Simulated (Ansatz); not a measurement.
`CC[SiH](F)[SiH3]` + H₂S → `F[SiH]([SiH3])S` + ethane at 600 K and 1 bar (ligand exchange at the Si–C bond).

Computed with Ansatz on PBE0-D4/def2-TZVP structures; ΔE is electronic, products minus reactants. CBS: MP2 limit from def2 TZ/QZ plus the TZ coupled-cluster correction, frozen cores. This one scheme is used for every species. One conformer a species, not always the lowest.

```
           species  CCSD(T)/CBS energy (Eh)  H − E (kJ/mol)  S (J/(mol·K))
`CC[SiH](F)[SiH3]`               -759.53732           345.2          500.8
               H₂S               -398.97279            60.8          230.9
 `F[SiH]([SiH3])S`              -1078.81755           184.0          445.1
              `CC`                -79.71954           228.8          274.9
```

H − E and S are ideal-gas, rigid-rotor, harmonic terms from PBE0-D4/def2-TZVP, for one conformer and one mirror image of each species. 1 Eh = 2625.50 kJ/mol, R = 8.31446 J/(mol·K).

Q: By hand: ΔE, ΔH, ΔS and ΔG.

A: ΔE = (-1078.81755) + (-79.71954) − (-759.53732) − (-398.97279) = -0.02698 Eh = -70.8 kJ/mol. Δ(H − E) = 184.0 + 228.8 − 345.2 − 60.8 = 6.8, so ΔH = -64.0 kJ/mol. ΔS = 445.1 + 274.9 − 500.8 − 230.9 = -11.7 J/(mol·K). ΔG = -64.0 − 600 × (-11.7)/1000 = -57.0 kJ/mol.

Q: By hand: the equilibrium constant, and the temperature at which ΔG would vanish if ΔH and ΔS stayed fixed.

A: log₁₀ K = −ΔG/(RT ln 10) = 5.0. ΔG = 0 at ΔH/ΔS = 5470 K, far beyond where these terms or the molecules hold.

The number of gas molecules stays the same, so ΔS is small and ΔH decides. A doubt of 5 kJ/mol in ΔE shifts log₁₀ K by 0.4 here. Other conformers and mirror images would add mixing entropy, several J/(mol·K) or more a flexible species. These are equilibria of isolated gas molecules and say nothing of rates. Largest T1 diagnostic: 0.013 (customary marks: 0.02 for closed shells, 0.045 for open ones).
